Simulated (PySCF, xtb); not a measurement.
C₂H₇NTe, SMILES C(C)[Te]N. The values are those of a single conformer.

Harmonic wavenumbers (cm⁻¹) from GFN2-xTB (xtb) at its own minimum, in rising order: 52, 151, 213, 236, 255, 503, 525, 716, 765, 884, 968, 1007, 1078, 1227, 1238, 1415, 1465, 1496, 1505, 1511, 2991, 2998, 3013, 3024, 3026, 3388, 3420.

### Question
What does PBE0-D3(BJ)/def2-SVP run with PySCF give at its own minimum? (An estimate is asked for; the answer gives what the named calculation found.)

### Answer
64, 166, 249, 271, 351, 498, 529, 695, 734, 943, 955, 978, 1074, 1212, 1243, 1384, 1441, 1461, 1473, 1540, 3045, 3082, 3131, 3143, 3160, 3546, 3659. Paired by order, the mean absolute difference is 53 cm⁻¹ and the zero-point energies are 55.9 and 57.2 kcal/mol.
